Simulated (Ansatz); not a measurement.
H$_{4}$O$_{4}$Si (SMILES O[Si](O)(O)O), singlet, geometry from GFN2-xTB; PBE/6-311G** in Ansatz (a program for electronic structure).

The Ansatz input:
Ansatz 0.2 input:
```yaml
crystal:
  periodic: [false, false, false]
  atoms:
    - {symbol: O, position_ang: [0.71655418, 1.18982663, -0.84296995]}
    - {symbol: Si, position_ang: [-0.00000000, -0.00000000, 0.00000000]}
    - {symbol: O, position_ang: [-1.02814201, 0.71678285, 1.03386749]}
    - {symbol: O, position_ang: [-0.68738808, -0.99172487, -1.08798669]}
    - {symbol: O, position_ang: [0.99897591, -0.91488460, 0.89708915]}
    - {symbol: H, position_ang: [1.01009778, 1.96488292, -0.37378436]}
    - {symbol: H, position_ang: [-1.39938075, 0.19534961, 1.73906562]}
    - {symbol: H, position_ang: [-1.15878807, -0.60533841, -1.81976724]}
    - {symbol: H, position_ang: [1.54807104, -1.55489412, 0.45448598]}
basis:
  gaussian:
    orbitals: 6-311G__.json
hamiltonian:
  xc: pbe
accuracy: high
```
The basis file holds 6-311G** in the JSON format of the Basis Set Exchange.

Output, abridged:

```
Functional definition: PBE
2424 factors; integrals over basis functions are off by at most 3.0e-8 eV
mean field evaluation 1: about -16107.2695 eV, gradient 1.1e2 eV
mean field evaluation 2: about -16064.1185 eV, gradient 1.9e2 eV
mean field evaluation 4: about -16126.0134 eV, gradient 2.3e0 eV
mean field evaluation 8: about -16126.0191 eV, gradient 6.3e-2 eV
mean field evaluation 16: about -16126.0191 eV, gradient 5.0e-6 eV
mean field -16126.01908226 eV, -592.6202706647 hartree, gradient 9.0e-9 eV, S^2 0.000000; 0 other end points of the search recorded, 0 dependent functions left out
reference -16126.01908660 eV, -592.6202708241 hartree; 25, 25 occupied and 98, 98 virtual orbitals, 2424 factors
Total energy: -16126.01908660 eV, -592.6202708241 hartree
```
